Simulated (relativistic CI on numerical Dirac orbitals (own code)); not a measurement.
Co³⁺: q coefficients and field-shift factors

Computed by Dirac-Coulomb-Breit CI, separate exchange-only KLI orbitals for each configuration, valence Slater integrals scaled by 0.85, P86 correlation energy added to each configuration, derivatives by finite differences, QED left out (own radial code, finite nucleus).

Configurations in the expansion (outside the closed core [Ne] 3s2): 3p⁶3d⁶, 3p⁶3d⁵4s, 3p⁶3d⁵4p, 3p⁶3d⁵4d, 3p⁶3d⁴4s², 3p⁵3d⁷. Levels of other configurations are missing.

With x = (α/α₀)² − 1 an excitation energy changes as ω = ω₀ + qx; K = 2q/ω₀ is the relative enhancement. Terms are leading LS components, so labels can repeat. The field-shift factor is F = δν/δ⟨r²⟩ for the transition from the lowest level.

Lowest level 3p⁶3d⁶ ⁵D4.

| Level | ω₀ (cm⁻¹) | q (cm⁻¹) | K | F (GHz/fm²) |
| --- | --- | --- | --- | --- |
| 3p⁶3d⁶ ⁵D3 | 612.6 | 622.1 | 2.03 | 0.00358 |
| 3p⁶3d⁶ ⁵D2 | 1036.1 | 1021 | 1.97 | 0.00595 |
| 3p⁶3d⁶ ⁵D1 | 1306.9 | 1270 | 1.94 | 0.00744 |
| 3p⁶3d⁶ ⁵D0 | 1439.2 | 1390 | 1.93 | 0.00816 |
| 3p⁶3d⁶ ³H6 | 22242.2 | 56.38 | 0.00507 | 0.0368 |
| 3p⁶3d⁶ ³H5 | 22595.4 | 356.9 | 0.0316 | 0.0386 |
| 3p⁶3d⁶ ³H4 | 22852.2 | 522.2 | 0.0457 | 0.0397 |
| 3p⁶3d⁶ ³P2 | 24433.4 | -307.2 | -0.0251 | 0.0395 |
| 3p⁶3d⁶ ³F4 | 25520.3 | -38.64 | -0.00303 | 0.0418 |
| 3p⁶3d⁶ ³F3 | 25881.2 | 359.6 | 0.0278 | 0.044 |
| 3p⁶3d⁶ ³F2 | 26139.9 | 664.7 | 0.0509 | 0.0457 |
| 3p⁶3d⁶ ³P1 | 26201.0 | 1476 | 0.113 | 0.0496 |
| 3p⁶3d⁶ ³P0 | 26882.6 | 1982 | 0.147 | 0.0528 |

Correlation outside the listed configurations is missing or only estimated: errors of thousands of cm⁻¹ between configurations and terms are usual at this charge. Rates and lifetimes follow the computed energies and can be off by large factors. The fine structure of a lone outer electron comes out too small, for d and f at times inverted, and misplaced configurations move strength between like terms.
